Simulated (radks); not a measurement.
Trend from La3+ to Lu3+: ionisation energy by Delta-SCF between NIST ground configurations, and size. Calculated with a radial shooting solver on a logarithmic mesh with Libxc functionals: scalar-relativistic Kohn-Sham, PBE, spin-polarised, spherical densities, point nucleus; open shells are filled with parallel spins first (spin-orbit coupling, left out, can overturn this in heavy ions).

species  configuration  IE (eV)  NIST (eV)       kind  -e(HOMO) (eV)  outermost  <r> outermost (bohr)  r at 0.001 e/bohr^3 (bohr)
La3+              [Xe]   50.586       50.0  semi-emp.    44.743 (5p)         5p                  1.76                        3.50
Ce3+          [Xe] 4f1   37.938      36.91  semi-emp.    28.970 (4f)         5p                  1.72                        3.46
Pr3+          [Xe] 4f2   39.527      38.98  semi-emp.    30.416 (4f)         5p                  1.69                        3.42
Nd3+          [Xe] 4f3   40.950      40.60  semi-emp.    31.693 (4f)         5p                  1.65                        3.38
Pm3+          [Xe] 4f4   42.233       41.2  semi-emp.    32.830 (4f)         5p                  1.63                        3.35
Sm3+          [Xe] 4f5   43.397       41.6  semi-emp.    33.850 (4f)         5p                  1.60                        3.31
Eu3+          [Xe] 4f6   44.455       42.9  semi-emp.    34.767 (4f)         5p                  1.57                        3.28
Gd3+          [Xe] 4f7   45.419       44.4  semi-emp.    35.593 (4f)         5p                  1.55                        3.25
Tb3+          [Xe] 4f8   40.824      39.33  semi-emp.    31.319 (4f)         5p                  1.52                        3.22
Dy3+          [Xe] 4f9   41.989       41.2  semi-emp.    32.340 (4f)         5p                  1.49                        3.19
Ho3+         [Xe] 4f10   43.054       42.5  semi-emp.    33.267 (4f)         5p                  1.46                        3.16
Er3+         [Xe] 4f11   44.029      42.42  semi-emp.    34.108 (4f)         5p                  1.44                        3.13
Tm3+         [Xe] 4f12   44.923      42.41  semi-emp.    34.874 (4f)         5p                  1.41                        3.11
Yb3+         [Xe] 4f13   45.744      43.61  semi-emp.    35.571 (4f)         5p                  1.39                        3.08
Lu3+         [Xe] 4f14   46.496      45.25  semi-emp.    36.205 (4f)         5p                  1.37                        3.06

Reference values: NIST Atomic Spectra Database (exp. = measured, semi-emp. = semi-empirical, theory = theoretical value adopted there). Open shells are spherical and high-spin; term and fine-structure splittings are not resolved. Spin-orbit splitting is averaged out at the scalar-relativistic level. No tabulated value is given for the 4+ ions of Nd, Pm and Eu to Yb, where it belongs to another shell than the one emptied here.
